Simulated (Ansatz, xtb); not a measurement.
## Two isomers of C4H4ClFO2

Structure a is `O=C1C[C@@H]([C@@H](F)Cl)O1`, a singlet and structure b is `O=C(O)/C=C(\F)CCl`, a singlet. Both are isolated molecules in the gas phase, relaxed with B3LYP-D3(BJ)/def2-SVP; each stands in its lowest conformer found.

Problem. Estimate which is lower in electronic energy at CCSD(T)/def2-SVP + ΔMP2/def2-TZVPP, and by roughly how much.

Solution. The CCSD(T)/def2-SVP + ΔMP2/def2-TZVPP calculation puts structure b lower, by 0.247 eV.

How the difference moves with the method:

```csv
level,geometry,E(b) − E(a) (eV),departure from the last row (eV),"job, with rough time for the two"
GFN2-xTB,GFN2-xTB,+0.113,+0.360,"optimisation, 0.14 s"
HF/STO-3G,GFN2-xTB,+1.000,+1.247,"single point, 0.36 s"
r2SCAN-D4/def2-SVP,GFN2-xTB,−0.260,−0.013,"single point, 3.5 s"
B3LYP-D3(BJ)/def2-SVP,B3LYP-D3(BJ)/def2-SVP,−0.338,−0.091,"optimisation, 36 s"
HF/def2-SVP,B3LYP-D3(BJ)/def2-SVP,−0.432,−0.185,part of the CCSD(T) run
MP2/def2-SVP,B3LYP-D3(BJ)/def2-SVP,−0.251,−0.004,part of the CCSD(T) run
CCSD(T)/def2-SVP,B3LYP-D3(BJ)/def2-SVP,−0.256,−0.009,single point
CCSD(T)/def2-SVP + ΔMP2/def2-TZVPP,B3LYP-D3(BJ)/def2-SVP,−0.247,,"single point, 69 s"
```

As drawn, b has 1 C=C, 1 O–H in place of 1 C–C, 1 C–O, 1 C–H. Structure a has a 4-membered ring, b no ring.

GFN2-xTB, HF/STO-3G put the two in the other order. The largest departure from CCSD(T)/def2-SVP + ΔMP2/def2-TZVPP is that of HF/STO-3G, 1.247 eV. The last row adds to CCSD(T) the change of the MP2 difference between the two basis sets, here +0.009 eV.

With thermal terms from frequencies at re-optimised GFN2-xTB minima (ideal gas, soft modes damped towards free rotors, one conformer each, 298.15 K, 1 atm): the zero-point term adds −0.047 eV; ΔH is −0.266 and ΔG −0.336 eV.

The correlated steps freeze 12 core orbitals. Mirror images aren't counted in ΔG. Programs: Ansatz 0.2.0, xtb 6.7.1; the last row on 4 threads of Arm Neoverse V1 on a shared host.
